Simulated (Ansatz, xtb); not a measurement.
## C3H7LiO: which of two structures lies lower

We compare I, a singlet given by its coordinates, with II, a singlet given by its coordinates. Both are isolated molecules in the gas phase, relaxed with B3LYP-D3(BJ)/6-311G**.

I (Å):

```xyz
12

C     0.3688    0.4719    0.7620
C     0.1422    1.4520   -0.3986
C     1.7612    0.6720    1.3784
Li    0.0531   -2.3222   -0.1767
O     0.1992   -0.8326    0.3439
H    -0.3729    0.7193    1.5464
H    -0.8552    1.3034   -0.8210
H     0.2331    2.4960   -0.0796
H     0.8771    1.2638   -1.1887
H     1.9030    1.6915    1.7534
H     1.9042   -0.0261    2.2076
H     2.5303    0.4675    0.6258
```

Close contacts (Å): C1–C2 1.54, C1–C3 1.54, C1–O5 1.38, Li4–O5 1.58, C1–H6 1.11, C2–H7 1.09, C2–H8 1.10, C2–H9 1.10, C3–H10 1.10, C3–H11 1.09, C3–H12 1.10.

II (Å):

```xyz
12

C    -0.3597    0.2156    0.3723
C     0.7506    1.1533   -0.1277
C     1.8210    1.4274    0.9283
Li    0.6535   -2.4613    1.1287
O     0.1111   -1.0281    0.7304
H    -0.8608    0.7152    1.2253
H    -1.1230    0.1433   -0.4249
H     0.2978    2.0982   -0.4552
H     1.2121    0.6965   -1.0118
H     1.3874    1.9243    1.8028
H     2.2658    0.4892    1.2683
H     2.6214    2.0654    0.5423
```

Close contacts (Å): C1–C2 1.54, C1–O5 1.38, C2–C3 1.53, Li4–O5 1.58, C1–H6 1.11, C1–H7 1.11, C2–H8 1.10, C2–H9 1.10, C3–H10 1.10, C3–H11 1.09, C3–H12 1.09.

Energies in hartree; the thermal terms are from B3LYP-D3(BJ)/6-311G** harmonic frequencies (ideal gas, rigid rotor, one conformer each, 298.15 K, 1 atm) and include the zero-point energy:

```
                              I           II
E, CCSD(T)/def2-SVP  −200.568340  −200.562388
    E, MP2/def2-SVP  −200.505207  −200.498985
  E, MP2/def2-TZVPP  −200.910443  −200.903868
  zero-point energy     0.097598     0.098230
       H(298 K) − E     0.104905     0.105531
       G(298 K) − E     0.068512     0.068828
```

Q: Correct the CCSD(T) difference for the basis set by the MP2 change, then work out ΔE, ΔE₀, ΔH and ΔG for I → II in kJ/mol (1 Eh = 2625.50 kJ/mol) and the equilibrium ratio [II]/[I].

A: 1. Differences II − I: CCSD(T) +0.005952, MP2 in the small set +0.006222, MP2 in the large set +0.006575 Eh.
2. ΔE = +0.005952 + (+0.006575 − (+0.006222)) = +0.006305 Eh = +16.55 kJ/mol.
3. ΔE₀ = ΔE + ΔZPE = +0.006305 + (+0.000632) Eh = +18.21 kJ/mol.
4. ΔH = ΔE + (+0.000626) Eh = +18.20 kJ/mol.
5. ΔG = ΔE + (+0.000316) Eh = +17.38 kJ/mol, so ΔS = (ΔH − ΔG)/T = +2.7 J/(mol K).
6. kT = 0.9442 mEh, so K = [II]/[I] = exp(−ΔG/kT) = exp(−7.01) ≈ 9.0 × 10^−4.

Structure I is favoured at this temperature. An error of 4 kJ/mol in ΔG would change K by a factor of 5. Mirror images and further conformers aren't counted.

Other levels gave ΔE = +17.8 (GFN2-xTB); +14.7 (HF/STO-3G, GFN2-xTB geometries); +15.5 (r2SCAN-D4/def2-SVP, GFN2-xTB geometries); +15.1 (B3LYP-D3(BJ)/6-311G**); +12.3 (HF/def2-SVP); +16.3 (MP2/def2-SVP); +15.6 (CCSD(T)/def2-SVP) kJ/mol. The correlated steps freeze 4 core orbitals; the last core shell of Li is correlated, in a basis made for valence electrons. Programs: Ansatz 0.2.0, xtb 6.7.1.
